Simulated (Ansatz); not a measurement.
Here is a job for Ansatz (a first-principles code).
Ansatz 0.2 input:
```yaml
crystal:
  periodic: [false, false, false]
  atoms:
    - {symbol: Si, position_ang: [0.00000000, 0.00000000, 0.00000000]}
basis:
  gaussian:
    orbitals: def2-SVP
magnetization: {spin_polarized: true, initial_magnetization: 2}
correlation: {method: mp2}
accuracy: high
```

Problem. What does this run give for the number of basis functions, total energy, MP2 correlation energy, SCF-reference <S^2>?

Solution. 
The number of basis functions comes out as 18 and the total energy comes out as -288.7966 Eh. The MP2 correlation energy comes out as -0.0435 Eh and the SCF-reference <S^2> comes out as 2.009.
